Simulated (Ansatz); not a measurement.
Born–Oppenheimer molecular dynamics of BF2GeH3 (7 atoms, charge 0, multiplicity 1). It starts from a relaxed structure.

Level of theory: RHF/def2-SVP (Ansatz).

```yaml
ensemble: NVE (velocity Verlet)
time_step: 0.5 fs
steps_asked: 150
starting_velocities_drawn_for: 200 K
masses: H 10 u
seed: 641483
```

First frame:

```xyz
7
Properties=species:S:1:pos:R:3
F 0.740 -2.058 0.481
B -0.194 -1.144 0.417
F -1.383 -1.502 0.834
Ge 0.167 0.793 -0.310
H 1.629 0.953 -0.739
H -0.152 1.821 0.785
H -0.746 1.068 -1.513
```

**Question.** How far do the bonds stretch over the last three quarters of this one trajectory? (Pairs bonded in most of those frames.)

**Answer.** 
```
  bond  mean (Å)  spread (Å)  shortest  longest
 F1–B2     1.308       0.005      1.30     1.32
 B2–F3     1.310       0.005      1.30     1.32
B2–Ge4     2.094       0.007      2.08     2.11
Ge4–H5     1.532       0.040      1.47     1.59
Ge4–H6     1.543       0.011      1.52     1.56
Ge4–H7     1.535       0.007      1.52     1.54
```

Mean temperature of the second half: 98 K. The conserved energy stayed within 0.0086 meV per atom of its start (net change 0.0081 meV per atom), so the integration is sound. The temperature averaged 0.49 of the 200 K drawn at the start: a run that starts near a minimum puts about half its kinetic energy into the potential. A run of 0.075 ps of so small a system gives no equilibrium averages.

Run time: 3.5 min on 1 thread of Arm Neoverse V2 (shared host), peak memory 0.17 GiB.
